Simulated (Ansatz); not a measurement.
Input for Ansatz (a quantum-chemistry and plane-wave program): R-CCSDT(Q)/cc-pV(T+d)Z on OS (SMILES O=S), 2S+1 = 1, a spin state set in the input, which need not be the lowest. Files ending in .json are basis or fitting sets from the Basis Set Exchange.

Ansatz 0.2 input:
```yaml
crystal:
  periodic: [false, false, false]
  atoms:
    - {symbol: O, position_ang: [-0.00000000, -0.00000000, -0.99301389]}
    - {symbol: S, position_ang: [0.00000000, 0.00000000, 0.49650695]}
basis:
  gaussian:
    orbitals: cc-pV_T+d_Z.json
magnetization: {spin_polarized: false}
correlation: {method: ccsdt_q, electrons: outside_noble_gas}
scf: {omitted_lower_state_checks: [cluster_reference]}
```

It printed:

```
WARN ansatz: RAYON_NUM_THREADS=1 ignored (pool sized by the plan → 1); use --threads N
Functional definition: HF
these checks for a lower state are left out or cut short: cluster_reference
integrals: 0.06 GiB planned
819 factors; integrals over basis functions are off by at most 1.3e-7 eV
mean field: 0.12 GiB planned
mean field evaluation 1: about -12851.1396 eV, gradient 3.0e1 eV
mean field evaluation 2: about -12851.1469 eV, gradient 3.0e1 eV
mean field evaluation 4: about -12852.9735 eV, gradient 2.7e0 eV
mean field evaluation 8: about -12853.0082 eV, gradient 2.3e-1 eV
mean field evaluation 16: about -12853.0130 eV, gradient 1.2e0 eV
mean field -12853.00868001 eV, -472.3393569081 hartree, gradient 4.1e-6 eV, S^2 0.000000; 2 other end points of the search recorded, 0 dependent functions left out; unrestricted orbitals would lower it
6 core orbitals not correlated
reference -12853.00868001 eV, -472.3393569081 hartree; 6, 6 occupied and 57, 57 virtual orbitals, 819 factors
second order -11.03758564 eV of doubles, -0.00000000 eV of singles
coupled cluster: 0.68 GiB planned
cycle   1  -10.78855035 eV  change    2.5e-1 eV  update   1.2e-1
cycle   2  -11.45628849 eV  change   -6.7e-1 eV  update   7.6e-2
cycle   3  -11.93025388 eV  change   -4.7e-1 eV  update   3.0e-2
cycle   4  -11.91293604 eV  change    1.7e-2 eV  update   1.6e-2
cycle   5  -11.88842382 eV  change    2.5e-2 eV  update   1.2e-2
cycle   6  -11.91255421 eV  change   -2.4e-2 eV  update   1.1e-2
cycle   7  -11.94724195 eV  change   -3.5e-2 eV  update   1.0e-2
cycle   8  -11.96422216 eV  change   -1.7e-2 eV  update   9.1e-3
cycle   9  -11.99603518 eV  change   -3.2e-2 eV  update   7.0e-3
cycle  10  -12.02105330 eV  change   -2.5e-2 eV  update   3.4e-3
cycle  11  -12.01788341 eV  change    3.2e-3 eV  update   1.4e-3
cycle  12  -12.02257270 eV  change   -4.7e-3 eV  update   7.4e-4
cycle  13  -12.02322247 eV  change   -6.5e-4 eV  update   3.2e-4
cycle  14  -12.02302111 eV  change    2.0e-4 eV  update   1.2e-4
cycle  15  -12.02315083 eV  change   -1.3e-4 eV  update   4.8e-5
cycle  16  -12.02323470 eV  change   -8.4e-5 eV  update   2.0e-5
cycle  17  -12.02320483 eV  change    3.0e-5 eV  update   1.2e-5
cycle  18  -12.02321099 eV  change   -6.2e-6 eV  update   6.2e-6
cycle  19  -12.02321730 eV  change   -6.3e-6 eV  update   3.0e-6
cycle  20  -12.02321970 eV  change   -2.4e-6 eV  update   1.6e-6
cycle  21  -12.02321872 eV  change    9.7e-7 eV  update   8.4e-7
cycle  22  -12.02321740 eV  change    1.3e-6 eV  update   5.2e-7
cycle  23  -12.02321601 eV  change    1.4e-6 eV  update   3.6e-7
cycle  24  -12.02321552 eV  change    4.8e-7 eV  update   1.7e-7
coupled cluster: 0.68 GiB planned
perturbative correction -0.16194858 eV, -0.0059515006 hartree
WARN: these amplitudes may be one of several solutions (largest doubles amplitude 0.50, level shift 0.00 eV)
Total energy: -12865.19384411 eV, -472.7871534296 hartree
Checks for a lower state left out: cluster_reference
```

Self-consistency was reached.

Warnings raised: other roots.

Cost: around 40 core-seconds (rough).
